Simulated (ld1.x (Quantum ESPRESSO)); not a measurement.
sulfur: excitation energies, all-electron against RRKJ

```
Element                 : S
Generator               : ld1.x (Quantum ESPRESSO) 7.5
Type                    : norm-conserving RRKJ (Kleinman–Bylander form)
Functional              : PBE
Relativity              : non-relativistic
Frozen core             : [Ne]
Valence charge          : 6
Reference configuration : 3s2 3p4
Partial waves           : 3p (bound): rc 1.20 bohr; 3s (bound): rc 1.05 bohr
Local potential         : the s channel
Core correction         : a·sin(br)/r model core, default radius (core density twice the valence density)
```

Energies are relative to the spin-unpolarised reference configuration 3s2 3p4; without spin polarisation the order of configurations can differ from experiment.

**Question.** Give the all-electron excitation energy and the error of the potential for: 3s2 3p3; 3s2 3p2; 3s2 3p1; 3s1 3p5; 3s2 3p4.3; 3s2 3p3.5; 3s1 3p4.

**Answer.**

```tsv
valence configuration	charge	ΔE all-electron (eV)	error AE − PS (meV)
3s2 3p3	+1	11.782	+5.5
3s2 3p2	+2	34.078	+34
3s2 3p1	+3	68.128	+104
3s1 3p5	0	10.183	+0.6
3s2 3p4.3	-0.3	-1.713	+0.2
3s2 3p3.5	+0.5	4.667	+1.0
3s1 3p4	+1	22.524	+10
```

Levels in the configuration 3s1 3p5:

```json
{"level": "3s", "all-electron (eV)": "-17.807", "pseudo (eV)": "-17.802"}
{"level": "3p", "all-electron (eV)": "-7.565", "pseudo (eV)": "-7.561"}
```
